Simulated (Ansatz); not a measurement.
`[NH2][SnH]([NH2])[NH2]` and `[NH2][Sn]([NH2])([NH2])[F]` differ in one atom or group.

Ansatz, PBE0-D4/def2-TZVP geometries, multiplicity 1. Each molecule was computed in one conformer, which needn't be the lowest.

Elements past krypton have def2 core potentials.

```csv
property,`[NH2][SnH]([NH2])[NH2]`
HOMO energy (PBE0/def2-TZVPP) / eV,-7.11
HOMO–LUMO gap (ωB97M-V/def2-TZVPP) / eV,11.13
zero-point energy (PBE0-D4/def2-TZVP) / kJ/mol,217.1
LUMO energy (ωB97M-V/def2-TZVPP) / eV,1.64
HOMO–LUMO gap (PBE/def2-TZVPP) / eV,4.84
LUMO energy (PBE/def2-TZVPP) / eV,-0.84
```

Question: Give the same properties after the change, and the shifts. (An estimate is asked.)

Answer: Ansatz gave: 
```json
{"property": "HOMO energy (PBE0/def2-TZVPP) / eV", "`[NH2][Sn]([NH2])([NH2])[F]`": "-7.78", "shift": "-0.67"}
{"property": "HOMO–LUMO gap (ωB97M-V/def2-TZVPP) / eV", "`[NH2][Sn]([NH2])([NH2])[F]`": "11.20", "shift": "0.07"}
{"property": "zero-point energy (PBE0-D4/def2-TZVP) / kJ/mol", "`[NH2][Sn]([NH2])([NH2])[F]`": "205.2", "shift": "-11.9"}
{"property": "LUMO energy (ωB97M-V/def2-TZVPP) / eV", "`[NH2][Sn]([NH2])([NH2])[F]`": "1.01", "shift": "-0.63"}
{"property": "HOMO–LUMO gap (PBE/def2-TZVPP) / eV", "`[NH2][Sn]([NH2])([NH2])[F]`": "4.60", "shift": "-0.24"}
{"property": "LUMO energy (PBE/def2-TZVPP) / eV", "`[NH2][Sn]([NH2])([NH2])[F]`": "-1.70", "shift": "-0.86"}
```

With PBE0 the HOMO falls by 0.67 eV and the LUMO falls by 0.83 eV, so the gap narrows by about 0.16 eV. PBE moves the HOMO by -0.61 eV and ωB97M-V by -0.70 eV.
